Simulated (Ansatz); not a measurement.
System: sum formula AlO$_{2}$H$_{2}$, net charge 0, doublet state. It need not be the lowest isomer of its formula. SMILES: [OH][Al][OH]
Geometry from a B3LYP-D3(BJ)/def2-TZVP (Ansatz, a program for electronic structure) optimisation:
```xyz
5

Al     0.0795    -0.5089    -0.0126
O      1.0953     0.4653    -0.9725
H      1.0612     1.4216    -1.0460
O     -1.1776     0.0617     0.9855
H     -1.4361     0.9782     1.1053
```
Charge 0, spin multiplicity 2.

**Question.** Give the harmonic wavenumbers at B3LYP-D3(BJ)/def2-TZVP (Ansatz, finite differences of forces, unscaled).

**Answer.** 191, 223, 291, 504, 580, 778, 885, 3868, 3870 cm⁻¹. Zero-point energy 16.0 kcal/mol.

**Question.** From these and the geometry, give the ideal-gas thermochemistry at 298.15 K and 1 atm (rigid rotor, harmonic oscillator).

**Answer.** Point group C2v, rotational symmetry number 2. Rotational constants 41.17, 6.407, 5.544 GHz. S(trans) 38.24, S(rot) 21.53, S(vib) 7.13, S(elec, spin only) 1.38, S 68.3 cal/(mol K). H(298) - H(0) 3.67 kcal/mol; G - E(el) -0.7 kcal/mol.
